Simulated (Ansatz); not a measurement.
Relaxation of ClFH$_{7}$N$_{3}$Ti (13 atoms, charge 0, multiplicity 1), to a largest force component of 0.03 eV/Å in at most 50 steps.

The calculation used RKS PBE/def2-SVP in Ansatz.

```xyz
13
Properties=species:S:1:pos:R:3
Ti -0.102 0.091 -0.032
F -0.084 0.220 1.772
N 1.637 0.081 -0.731
H 2.296 -0.685 -0.557
H 2.059 0.794 -1.332
N -0.813 1.682 -0.675
H -1.236 1.828 -1.600
H -0.928 2.525 -0.099
Cl -1.327 -1.589 -0.897
N 1.114 -2.542 1.457
H 0.448 -2.726 0.694
H 2.015 -2.288 1.039
H 0.759 -1.715 1.980
```

Task: Where does it end, and by what steps?

Result: It converged. After 8 steps the energy has fallen by 0.018 eV; H13 moved furthest, 0.08 Å.

```csv
step,energy less start (eV),largest force component (eV/Å),accepted
0,0.0000,0.672,yes
1,-0.0135,0.348,yes
2,-0.0145,0.131,yes
3,-0.0169,0.140,yes
4,-0.0174,0.108,yes
5,-0.0177,0.056,yes
6,-0.0180,0.045,yes
7,-0.0182,0.038,yes
8,-0.0182,0.024,yes
```

```xyz
13
Properties=species:S:1:pos:R:3
Ti -0.100 0.118 -0.036
F -0.090 0.239 1.736
N 1.637 0.097 -0.734
H 2.303 -0.653 -0.517
H 2.062 0.787 -1.360
N -0.816 1.709 -0.680
H -1.231 1.820 -1.613
H -0.979 2.549 -0.112
Cl -1.333 -1.560 -0.888
N 1.119 -2.582 1.465
H 0.436 -2.731 0.712
H 2.022 -2.346 1.038
H 0.807 -1.770 2.011
```

Whether the end is a true minimum wasn't checked by a vibrational analysis.

The run took 15 s on 4 threads of INTEL(R) XEON(R) PLATINUM 8581C CPU @ 2.10GHz (Emerald Rapids), on a shared host, peak memory 0.24 GiB.
